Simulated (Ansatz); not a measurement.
Geometry optimisation, RKS BHLYP-D4/def2-SVP (Ansatz).

The input (input.yaml):

```yaml
crystal:
  periodic: [false, false, false]
  atoms:
    - { symbol: Ge, position_ang: [-1.6232, -0.6722, 1.3088] }
    - { symbol: Si, position_ang: [0.4511, -0.0008, 0.6377] }
    - { symbol: "N", position_ang: [1.36953, -1.35423, -0.10611] }
    - { symbol: Si, position_ang: [2.50677, -1.15304, 1.29349] }
    - { symbol: O, position_ang: [1.52876, 0.07991, 1.99724] }
    - { symbol: H, position_ang: [-2.5349, -0.8814, 0.0369] }
    - { symbol: H, position_ang: [-1.5587, -1.9135, 2.1582] }
    - { symbol: H, position_ang: [-2.2724, 0.5292, 2.1241] }
    - { symbol: H, position_ang: [0.44624, 1.25339, -0.20662] }
    - { symbol: H, position_ang: [1.89421, -0.88736, -0.92556] }
    - { symbol: H, position_ang: [3.7779, -0.73896, 0.93735] }
    - { symbol: H, position_ang: [2.37552, -2.38315, 2.13065] }
basis:
  gaussian: { orbitals: def2-SVP }
hamiltonian:
  xc: { name: BHLYP }
  dispersion: d4
relax:
  f_tol: 0.015
  max_steps: 40
```

Launched with:

```bash
$ ansatz run input.yaml --threads 2 --pin off --max-ram 3072MiB --backend cpu --events-out ev --progress --plain --runs-dir out
```

Problem. Where does it end, and by what steps?

Solution. It converged. After 11 steps the energy has fallen by 0.885 eV; H10 moved furthest, 0.81 Å.

```tsv
step	energy less start (eV)	largest force component (eV/Å)	accepted
0	0.0000	3.410	yes
1	-0.4495	1.289	yes
2	-0.5956	1.019	yes
3	-0.6740	0.930	yes
4	-0.7677	1.374	yes
5	-0.8458	0.401	yes
6	-0.8649	0.249	yes
7	-0.8727	0.270	yes
8	-0.8779	0.139	yes
9	-0.8784	0.231	yes
10	-0.8846	0.088	yes
11	-0.8849	0.009	yes
```

```xyz
12
Properties=species:S:1:pos:R:3
Ge -1.689 -0.602 1.253
Si 0.501 0.125 0.676
N 1.495 -1.085 -0.094
Si 2.559 -1.120 1.281
O 1.572 0.051 1.978
H -2.513 -0.864 -0.017
H -1.604 -1.911 2.044
H -2.439 0.436 2.095
H 0.479 1.457 0.030
H 1.458 -1.570 -0.970
H 3.945 -0.659 1.058
H 2.597 -2.380 2.051
```

Whether the end is a true minimum wasn't checked by a vibrational analysis.

Time of the run: 45 s on 2 threads of INTEL(R) XEON(R) PLATINUM 8581C CPU @ 2.10GHz (Emerald Rapids) (shared host), peak memory 0.38 GiB.
